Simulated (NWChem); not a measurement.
**Polarisability of ClCu**

SMILES: [Cl][Cu]
```xyz
2

Cu     0.0000     0.0000    -0.7698
Cl     0.0000     0.0000     1.3133
```
Charge 0, spin multiplicity 1.

The numbers come from NWChem runs, not from measurements. Structure: optimised with PBE0/def2-SVP, a minimum by its harmonic frequencies.

Basis set: 6-31G*. Static limit. This basis has no diffuse functions, which lowers polarisabilities.

```tsv
method	isotropic polarisability (bohr³)	difference from CCSD linear response
PBE	43.85	+4.23
HF	23.20	-16.42
CCSD linear response	39.62	0.00
PBE0	37.73	-1.89
B3LYP	39.94	+0.32
```

The values span 20.65 bohr³, from HF (lowest) to PBE (highest). 

The correlated methods keep 14 core orbitals frozen. B3LYP has NWChem's definition, with VWN1-RPA local correlation. The Pople sets run with spherical d functions. The structure started from a generated list of species. No row is a measurement; the coupled-cluster row has its own basis-set and correlation limits.
